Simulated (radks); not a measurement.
The numbers below are computed, except where a source is named.
Isoelectronic series with 2 electrons, all held in the configuration [He], which need not be the ground one along the series. Code: a radial shooting solver on a logarithmic mesh with Libxc functionals. Model: scalar-relativistic Kohn-Sham, PBE, spin-polarised, spherical densities, finite nucleus; Fermi nuclear charge, rms radius of each element as measured or else 0.836 A^(1/3) + 0.57 fm. Total energies (hartree) and mean radii <r> (bohr):

| ion | E (hartree) | 1s |
|---|---|---|
| He | -2.89307 | 0.9458 |
| Be2+ | -13.62232 | 0.4174 |
| C4+ | -32.35915 | 0.2680 |
| O6+ | -59.11735 | 0.1973 |
| Ne8+ | -93.91468 | 0.1561 |
| Mg10+ | -136.77395 | 0.1291 |
| Si12+ | -187.72319 | 0.1100 |
| S14+ | -246.79582 | 0.09576 |
| Ar16+ | -314.03075 | 0.08477 |
| Ca18+ | -389.47259 | 0.07602 |
| Ti20+ | -473.17160 | 0.06888 |
| Cr22+ | -565.18418 | 0.06293 |
| Fe24+ | -665.57267 | 0.05791 |
| Ni26+ | -774.40605 | 0.05361 |
| Zn28+ | -891.75923 | 0.04988 |
| Ge30+ | -1017.71467 | 0.04662 |
| Se32+ | -1152.36232 | 0.04374 |
| Kr34+ | -1295.79897 | 0.04117 |
